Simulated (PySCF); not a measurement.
Isomers of CH4N2Si. Isolated molecules, 0 K electronic values unless said otherwise. One relaxed conformer stands for each flexible species; it need not be the lowest. Strings in code marks are SMILES.

Quantity: electronic energy of isomers of CH4N2Si relative to `N#C[SiH2]N`, in eV.

A: `[H]/N=C\N=[SiH2]` (N–C–N–Si torsion 87°)
B: `N#CN[SiH3]`
C: `N=C=N[SiH3]`
D: `[H]/N=[SiH]/N=C` (C–N–Si–N torsion 59°)
E: `N=C=[SiH]N`
F: `[H]/N=C\[SiH]=N\[H]` (N–C–Si–N torsion 0°)

**Question.** Rank these by electronic energy of isomers of CH4N2Si relative to `N#C[SiH2]N` (lowest first), as PBE-D3(BJ)/def2-TZVP // B3LYP-D3(BJ)/def2-TZVP (PySCF) gives it.

**Answer.** C (0.352 eV), B (0.74 eV), D (1.42 eV), E (1.75 eV), A (1.78 eV), F (1.87 eV)
